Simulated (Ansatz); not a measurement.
`[F][Nb](=[S])([Cl])[Cl]` + NH₃ → `[NH2][Nb](=[S])([Cl])[Cl]` + H–F at 400 K and 1 bar (ligand exchange at the Nb–F bond).

Program: Ansatz. Geometries: PBE0-D4/def2-TZVP. ΔE: electronic, gas phase. CCSD(T)/CBS is the MP2 limit (def2-TZVPP, def2-QZVPP) plus CCSD(T) − MP2 in def2-TZVPP, frozen cores. This one scheme is used for every species. Elements past krypton have def2 core potentials. For Nb outer-core shells are correlated without core-valence functions, which leaves a few kJ/mol of doubt a bond. One conformer a species, not always the lowest.

```
                    species  CCSD(T)/CBS energy (Eh)  H − E (kJ/mol)  S (J/(mol·K))
  `[F][Nb](=[S])([Cl])[Cl]`              -1474.27673            47.8          392.8
                        NH₃                -56.50880           104.2          203.1
`[NH2][Nb](=[S])([Cl])[Cl]`              -1430.37174           112.7          408.8
                        H–F               -100.39570            36.5          182.2
```

H − E and S are ideal-gas, rigid-rotor, harmonic terms from PBE0-D4/def2-TZVP, for one conformer and one mirror image of each species. 1 Eh = 2625.50 kJ/mol, R = 8.31446 J/(mol·K).

Problem. By hand: ΔE, ΔH, ΔS and ΔG.

Solution. ΔE = (-1430.37174) + (-100.39570) − (-1474.27673) − (-56.50880) = 0.01809 Eh = 47.5 kJ/mol. Δ(H − E) = 112.7 + 36.5 − 47.8 − 104.2 = -2.8, so ΔH = 44.7 kJ/mol. ΔS = 408.8 + 182.2 − 392.8 − 203.1 = -4.9 J/(mol·K). ΔG = 44.7 − 400 × (-4.9)/1000 = 46.7 kJ/mol.

Problem. By hand: the equilibrium constant, and the temperature at which ΔG would vanish if ΔH and ΔS stayed fixed.

Solution. log₁₀ K = −ΔG/(RT ln 10) = -6.1. ΔH and −TΔS have one sign here, so there is no such temperature. One of them is within its doubt of zero, so this could turn.

The number of gas molecules stays the same, so ΔS is small and ΔH decides. A doubt of 5 kJ/mol in ΔE shifts log₁₀ K by 0.7 here. Other conformers and mirror images would add mixing entropy, several J/(mol·K) or more a flexible species. These are equilibria of isolated gas molecules and say nothing of rates. Largest T1 diagnostic: 0.023 (customary marks: 0.02 for closed shells, 0.045 for open ones).
